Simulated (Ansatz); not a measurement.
Born–Oppenheimer molecular dynamics of C₂H₇NOSi (12 atoms, charge 0, multiplicity 1). It starts from a relaxed structure.

The calculation used Ansatz 0.2.0, RKS PBE0/STO-3G.

```
ensemble        : NVT, Nosé–Hoover chain
time step       : 0.5 fs
steps asked     : 250
set temperature : 400 K
thermostat      : time constant 100 fs, chain length 3 (defaults)
seed            : 418296
```

First frame:

```xyz
12
Properties=species:S:1:pos:R:3
N 1.109 -0.403 1.227
C -0.229 -0.696 0.715
O -0.865 -1.707 1.463
C -0.875 -0.065 -0.285
Si -0.183 1.205 -1.420
H 1.535 0.336 0.616
H 1.710 -1.256 1.079
H -0.246 -1.790 2.269
H -1.919 -0.356 -0.415
H -0.481 0.876 -2.795
H 1.252 1.285 -1.272
H -0.732 2.514 -1.148
```

What does the run give?

All steps were run.

```json
{
 "steps done": "250",
 "time covered": "125 fs",
 "mean temperature over the second half": "250 K",
 "spread of the potential energy over the second half": "4.2 meV per atom",
 "mean potential energy of the second half above the start": "26.1 meV per atom"
}
```

The conserved energy stayed within 0.26 meV per atom of its start (net change 0.25 meV per atom), so the integration is sound. The mean temperature of the second half is 38 % below the set value. A run of 0.12 ps of so small a system gives no equilibrium averages. Limits of this set-up: minimal basis.

What happens to the structure?

The same pairs are bonded in the first frame and the last. Pairs count as bonded within 1.25 times the sum of covalent radii (0.12 Å more for H–H). Another seed would give other details.

How do temperature and energy run in time?


| time (fs) | T (K) | potential energy less start (eV) | conserved less start (meV/atom) |
| --- | --- | --- | --- |
| 0 | 400 | 0.000 | 0.00 |
| 10 | 172 | 0.297 | 0.17 |
| 20 | 188 | 0.281 | 0.17 |
| 30 | 177 | 0.299 | 0.07 |
| 40 | 173 | 0.311 | 0.11 |
| 50 | 181 | 0.314 | 0.16 |
| 60 | 148 | 0.366 | 0.17 |
| 70 | 242 | 0.264 | 0.08 |
| 80 | 182 | 0.364 | 0.13 |
| 90 | 289 | 0.251 | 0.21 |
| 100 | 261 | 0.314 | 0.10 |
| 110 | 265 | 0.333 | 0.11 |
| 120 | 272 | 0.353 | 0.22 |

The run took 6.1 min on 1 thread of Arm Neoverse V2, on a shared host, peak memory 0.089 GiB.
